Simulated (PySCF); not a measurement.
Energy of Mn⁺ (manganese, charge +1) between two integer charges

The 4s alpha orbital of [Ar] 3d5 4s1 is emptied in steps (occupation f), with all orbitals relaxed, ending at [Ar] 3d5. Computed with PySCF 2.14 in jorge-DZP-DKH (8s6p2d1f, 43 functions), with the spin-free X2C one-electron Hamiltonian (Gaussian nucleus). The exact energy is a straight line in f; departures are measured from the line between the end points of the same method.

**Question.** Among PBE0, r2SCAN, LC-wPBE, which shows the largest delocalisation error (convex curve), and which is closest to linear?

**Answer.** Most convex: r2SCAN (-0.779 eV at f = 0.4); closest to linear: LC-wPBE (-0.079 eV).

| f | PBE0 (eV) | r2SCAN (eV) | LC-wPBE (eV) |
| --- | --- | --- | --- |
| 1 | 0.000 | 0.000 | 0.000 |
| 0.8 | -0.436 | -0.526 | -0.047 |
| 0.6 | -0.657 | -0.786 | -0.075 |
| 0.4 | -0.657 | -0.779 | -0.079 |
| 0.2 | -0.435 | -0.511 | -0.055 |
| 0 | 0.000 | 0.000 | 0.000 |

| method | E(f=0) − E(f=1) (eV) | −ε at f=1 (eV) | −ε at f=0.4 (eV) |
| --- | --- | --- | --- |
| PBE0 | 15.583 | 12.866 | 16.134 |
| r2SCAN | 15.561 | 12.266 | 16.259 |
| LC-wPBE | 15.346 | 15.064 | 15.390 |

Reference removal energy between the ground levels: 15.640 eV (measured; NIST Atomic Spectra Database, ionization energies).
